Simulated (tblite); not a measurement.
A tight-binding relaxation on `OCc1cc[c]cc1` [radical].

Computed with GFN2-xTB geometry optimisation, gas phase (tblite 0.8.0). Start geometry: from a force field or distance geometry. A driver script takes a list of jobs; this job's settings line and coordinates (Å) are shown.

Command:
```bash
OMP_NUM_THREADS=1 python probes_run.py task.json out
```

Input:
```
{"job": {"kind": "relax", "xc": "GFN2-xTB", "basis": "xTB"}, "charge": 0, "multiplicity": 2}
O      2.577100     0.174800     0.664900
C      1.773500     0.125500    -0.462500
C      0.332000     0.019500    -0.194300
C     -0.417000     1.192400    -0.094600
C     -1.771600     1.079800     0.158800
C     -2.434000    -0.124200     0.281200
C     -1.673800    -1.273800     0.165600
C     -0.306700    -1.184100    -0.064900
H      2.177600    -0.108800     1.506600
H      1.939500     1.056800    -1.026500
H      2.025400    -0.724900    -1.141100
H      0.044000     2.155400    -0.179500
H     -2.372600     1.974200     0.252300
H     -2.161900    -2.249400     0.266600
H      0.264100    -2.105100    -0.154600
```

Problem. Give the output.

Solution. 
```
step      E/eV     max force
  0    -611.86683    2.219
  1    -611.99959    1.053
  2    -612.04986    0.560
  3    -612.08006    0.459
  4    -612.09737    0.296
  5    -612.10511    0.204
  6    -612.10894    0.152
  7    -612.11176    0.163
  8    -612.11540    0.146
  9    -612.11892    0.150
... (34 lines left out)
 44    -612.16969    0.032
 45    -612.16978    0.036
 46    -612.16986    0.027
 47    -612.16992    0.019
 48    -612.16997    0.017
 49    -612.17002    0.020
 50    -612.17007    0.025
 51    -612.17011    0.013
 52    -612.17013    0.012
 53    -612.17014    0.010
```

«max force» is the largest atomic force in eV/Å.

Problem. From which step on does the largest force stay under 0.1 eV/Å, and how much energy is left to gain from there?

Solution. From step 22 (0.072 eV/Å), 8.3 meV above the end.

Main results: energy lowered by 7.0 kcal/mol over 53 steps; largest atomic force 0.010 eV/Å at the end.

On one thread of an Arm Neoverse V2, shared host with 96 logical CPUs at a one-minute load of 44, this took 0.22 s of wall time.
Labels such as C1 count atoms from 1, the log's own numbers from 0.
